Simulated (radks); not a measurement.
Spherical quantum dot in the effective-mass picture: electrons in a hard-walled sphere of radius 7.94, all in effective atomic units (hartree* = m*/eps^2 hartree, bohr* = eps/m* bohr), one dielectric constant everywhere. Method: non-relativistic Kohn-Sham, PBE, spin-polarised, spherical densities; computed with a radial shooting solver with Libxc functionals. Levels are named by radial order and angular momentum (1s, 1p, 1d, 2s, ...), and open shells are averaged over m. Results are scaled to m* = 0.3 and eps = 14.2, for which hartree* = 40.49 meV and bohr* = 2.505 nm.

N = 11, configuration 1s2 1p6 1d(up 3, down 0). This is the lowest configuration that the search found. Occupied levels:

level    occupation  eigenvalue (meV)  <r> (nm)
1s up             1            69.997     13.78
1s down           1            70.882     13.64
1p up             3            71.540     14.12
1p down           3            72.470     14.02
1d up             3            74.334     14.47

Energy (meV): total 419.625, kinetic 101.05, external 0, Hartree 400.50, exchange-correlation -81.921.
